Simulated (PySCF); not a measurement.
One of the candidates below gave these computed data.

| technique | computed result |
| --- | --- |
| 13C NMR | chemical shifts (computed TMS as zero) by class: 124.4 (1 C), 54.2 (1 C) ppm [GIAO PBE0/pcSseg-1] |
| Dipole | 4.49 D [PBE0/pcSseg-1] |
| 1H NMR | chemical shifts (computed TMS as zero) by class: 5.69 (1 H), 4.31 (1 H), 4.30 (1 H), 4.04 (3 H), 3.36 (1 H), 3.08 (1 H), 0.51 (2 H) ppm [GIAO PBE0/pcSseg-1] |
| NMR, other nuclei | isotropic shieldings of nuclei other than C and H, by class: -93 (1 N), 236 (1 N), 301 (1 O), 360 (1 Si), 451 (1 Si), 480 (1 Si) ppm [GIAO PBE0/pcSseg-1] |
| Rotational structure | rotational constants A, B, C: 1.489, 0.876, 0.599 GHz [GFN2-xTB] |

The electronic properties come from PySCF, for the isolated species, density fitting. Levels stand in brackets. Isolated species at its GFN2-xTB geometry (one conformer only). Each NMR value is the plain mean over a class of atoms that symmetry, rotation or inversion makes alike.

Question: Which candidate is it?
A. `O=CN[Si@@H]1N[SiH2]C[SiH2]1`
B. `CC(=O)N[SiH2][SiH2]N`
C. `CO[Si@@H](N)[SiH2][SiH2]C#N`
D. `NC(=O)[Si@H]1CCO1`

Answer: C. It is `CO[Si@@H](N)[SiH2][SiH2]C#N`. Numbering: `[CH3:1][O:2][Si@@H:3]([NH2:4])[SiH2:5][SiH2:6][C:7]#[N:8]`. Its formula, C2H10N2OSi3, gives 2 degrees of unsaturation: 0 rings and 2 π bonds in the structure found. 2 carbons fall into 2 classes; from least to most shielded: cyano carbon [C7] (124.4 ppm), methoxy carbon [C1] (54.2 ppm). Hydrogen classes from least to most shielded: 1 H on an oxygen-bound silicon, Si3 (5.69 ppm), 1 H on an SiH2 silicon, Si6 (4.31 ppm), 1 H on an SiH2 silicon, Si6 (4.30 ppm), 3 H on a methoxy carbon, C1 (4.04 ppm, a mean of values up to 0.8 ppm apart in this geometry), 1 H on an SiH2 silicon, Si5 (3.36 ppm), 1 H on an SiH2 silicon, Si5 (3.08 ppm), 2 H on a silicon-bound nitrogen, N4 (0.51 ppm). The other shieldings belong to: -93 ppm, cyano nitrogen [N8]; 236 ppm, silicon-bound nitrogen [N4]; 301 ppm, silyl ether oxygen [O2]; 360 ppm, oxygen-bound silicon [Si3]; 451 ppm, SiH2 silicon [Si6]; 480 ppm, SiH2 silicon [Si5]. The optimised geometry has point group C1 and is an asymmetric top.

The others, at the same levels:
- `O=CN[Si@@H]1N[SiH2]C[SiH2]1` fails: its computed 13C shifts are 169.3 (1 C), -15.0 (1 C) ppm, 1H shifts are 8.30 (1 H), 5.63 (1 H), 5.18 (1 H), 5.00 (1 H), 4.62 (1 H), 4.20 (1 H), 4.13 (1 H), 0.20 (1 H), 0.18 (1 H), 0.04 (1 H) ppm and rotational constant A is 2.290 GHz (against 1.489 GHz).
- `CC(=O)N[SiH2][SiH2]N` fails: its computed 13C shifts are 180.8 (1 C), 24.2 (1 C) ppm, 1H shifts are 5.00 (2 H), 4.64 (2 H), 4.54 (1 H), 2.09 (3 H), 0.30 (2 H) ppm and rotational constant A is 2.773 GHz (against 1.489 GHz).
- `NC(=O)[Si@H]1CCO1` fails: it has 7 hydrogens where the 1H data count 10; its computed 13C shifts are 180.8 (1 C), 71.2 (1 C), 23.3 (1 C) ppm, 1H shifts are 6.21 (1 H), 5.63 (1 H), 5.33 (1 H), 4.98 (1 H), 4.79 (1 H), 2.42 (1 H), 2.15 (1 H) ppm and rotational constant A is 4.728 GHz (against 1.489 GHz).

Each candidate is one conformer, not necessarily the lowest. The conformers computed, where there is a choice (atom-mapped SMILES and torsion angles):
- `[CH3:1][O:2][Si@@H:3]([NH2:4])[SiH2:5][SiH2:6][C:7]#[N:8]`: C1–O2–Si3–N4 59°, O2–Si3–Si5–Si6 -4°, Si3–Si5–Si6–C7 33°, H–N4–Si3–O2 -178°, H–N4–Si3–O2 43°
- `[CH3:1][C:2](=[O:3])[NH:4][SiH2:5][SiH2:6][NH2:7]`: C1–C2–N4–Si5 180°, C2–N4–Si5–Si6 63°, N4–Si5–Si6–N7 -24°, H–N7–Si6–Si5 -38°, H–N7–Si6–Si5 -176°
- `[NH2:1][C:2](=[O:3])[Si@H:4]1[CH2:5][CH2:6][O:7]1`: N1–C2–Si4–C5 -73°, H–N1–C2–O3 4°, H–N1–C2–O3 172°

The conformers of `O=CN[Si@@H]1N[SiH2]C[SiH2]1` aren't listed.
